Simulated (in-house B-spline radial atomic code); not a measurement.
Orbital energies and mean radii along the 19-electron series, configuration [Ar] 3d1. The effective charge is n√(-2ε), a non-relativistic measure. Computed with an all-electron radial atomic-structure program (B-spline basis): Dirac-Hartree-Fock, average of the configuration, finite nuclei.

| ion | Z | energy of 3p3/2 (Eh) | mean radius of 3p3/2 (bohr) | energy of 3s1/2 (Eh) | mean radius of 3s1/2 (bohr) | effective charge of 3p3/2 |
| --- | --- | --- | --- | --- | --- | --- |
| Sc2+ | 21 | -2.1251 | 1.1691 | -3.143 | 1.0745 | 6.1848 |
| Ti3+ | 22 | -2.9697 | 1.0629 | -4.1026 | 0.99281 | 7.3112 |
| V4+ | 23 | -3.9415 | 0.97458 | -5.193 | 0.92208 | 8.423 |
| Cr5+ | 24 | -5.0336 | 0.90021 | -6.4067 | 0.86059 | 9.5186 |
| Mn6+ | 25 | -6.2432 | 0.83673 | -7.7407 | 0.80675 | 10.601 |
| Fe7+ | 26 | ? | ? | ? | ? | ? |
| Co8+ | 27 | ? | ? | ? | ? | ? |
| Ni9+ | 28 | -10.564 | 0.69174 | -12.453 | 0.67924 | 13.789 |

Task: Fill in the row of Fe7+.

Result: energy of 3p3/2 (Eh): -7.5686; mean radius of 3p3/2 (bohr): 0.78188; energy of 3s1/2 (Eh): -9.1935; mean radius of 3s1/2 (bohr): 0.75925; effective charge of 3p3/2: 11.672.

Task: Fill in the row of Co8+.

Result: energy of 3p3/2 (Eh): -9.0091; mean radius of 3p3/2 (bohr): 0.73397; energy of 3s1/2 (Eh): -10.764; mean radius of 3s1/2 (bohr): 0.71702; effective charge of 3p3/2: 12.734.

Task: How does the screening of 3p3/2 change?

Result: Z less the effective charge goes from 14.82 at Z = 21 to 14.21 at Z = 28.
